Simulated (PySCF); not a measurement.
Vertical excitation energies

Compound: C₁₀H₁₄O.
Atom-mapped SMILES: `[CH3:1][CH2:2][CH2:3][CH2:4][O:5][c:6]1[cH:7][cH:8][cH:9][cH:10][cH:11]1` (hydrogens: H12, H13, H14 on C1; H15, H16 on C2; H17, H18 on C3; H19, H20 on C4; H21 on C7; H22 on C8; H23 on C9; H24 on C10; H25 on C11)

Computed, not measured: TDDFT B3LYP/def2-SVPD, vertical, gas phase, core orbitals frozen in the response (PySCF 2.14.0, density-fitted response routines). Geometry: PBE0-D3(BJ)/def2-SVP, one conformer, isolated molecule. Torsions of this conformer, `[CH3:1][CH2:2][CH2:3][CH2:4][O:5][c:6]1[cH:7][cH:8][cH:9][cH:10][cH:11]1`: C1–C2–C3–C4 179°, C2–C3–C4–O5 180°, C3–C4–O5–C6 180°, C4–O5–C6–C7 180°.

```tsv
state	λ (nm)	E (eV)	f	main configurations (H = HOMO, L = LUMO)
S1	246.4	5.03	0.030	H→L (80%), H-1→L+1 (17%)
S2	214.9	5.77	0.108	H→L+1 (74%), H-1→L (22%)
S3	210.4	5.89	0.0037	H→L+2 (81%), H→L+3 (17%)
S4	199.7	6.21	0.0035	H→L+3 (65%), H→L+2 (15%), H→L+4 (14%)
S5	192.5	6.44	0.0023	H→L+4 (76%), H→L+5 (9%), H→L+3 (9%)
S6	187.7	6.61	0.011	H→L+5 (78%)
S7	183.5	6.76	0.439	H-1→L+1 (41%), H-1→L (26%), H→L+1 (12%)
S8	183.3	6.76	0.0048	H-1→L+2 (63%), H-1→L+3 (31%)
S9	182.9	6.78	0.585	H-1→L (46%), H-1→L+1 (29%), H→L+1 (10%)
S10	178.9	6.93	0.0022	H→L+7 (84%), H→L+8 (10%)
```

Triplets (Tamm–Dancoff): T1 4.02 eV, H→L+1 (43%), H→L (32%), H-1→L (21%); T2 4.24 eV, H→L (64%), H→L+1 (27%); T3 4.65 eV, H-1→L (71%), H→L+1 (27%); T4 5.39 eV, H-1→L+1 (96%).

The lowest singlet comes at 246 nm (486 kJ/mol) in the ultraviolet; it is of moderate strength; its leading configuration is HOMO→LUMO (80%). The strongest level in the table is S9 at 6.78 eV (183 nm, f = 0.585). S7/S8 lie within about 0.01 eV of each other. Löwdin shares by element: HOMO carbon 46% or more, oxygen 21% (atoms not listed hold the other 33%); LUMO carbon 73% or more (atoms not listed hold the other 27%). The listed states span 1.90 eV, and the widest gap between neighbours is 0.74 eV (S1 to S2). Orbital energies (eV): HOMO-3 -8.93, HOMO-2 -8.78, HOMO-1 -7.03, HOMO -6.18, LUMO -0.39, LUMO+1 0.00, LUMO+2 0.40. Of the 10 states listed, 5 reach f = 0.01 and none stays under 0.0005. Only the lowest 10 singlets were computed, as vertical energies without vibronic structure.
